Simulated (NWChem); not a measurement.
Species: GeSi2H8; SMILES [SiH3][GeH2][SiH3]

Question: Give the equilibrium geometry at PBE0/def2-SVP (NWChem) as a list of bonds and angles, with the point group.

Answer: point group C2v; any orientation.
Bonds (Å): Ge1–Si2 2.385, Ge1–Si3 2.385, Ge1–H4 1.543, Ge1–H5 1.543, Si2–H6 1.495, Si2–H7 1.495, Si2–H8 1.495, Si3–H9 1.495, Si3–H10 1.495, Si3–H11 1.495. Angles (°): Si2–Ge1–Si3 111.0, Si2–Ge1–H4 109.5, Si2–Ge1–H5 109.5, Si3–Ge1–H4 109.5, Si3–Ge1–H5 109.5, H4–Ge1–H5 107.6, Ge1–Si2–H6 109.7, Ge1–Si2–H7 109.7, Ge1–Si2–H8 110.9, H6–Si2–H7 108.7, H6–Si2–H8 108.9, H7–Si2–H8 108.9, Ge1–Si3–H9 110.9, Ge1–Si3–H10 109.7, Ge1–Si3–H11 109.7, H9–Si3–H10 108.9, H9–Si3–H11 108.9, H10–Si3–H11 108.7.
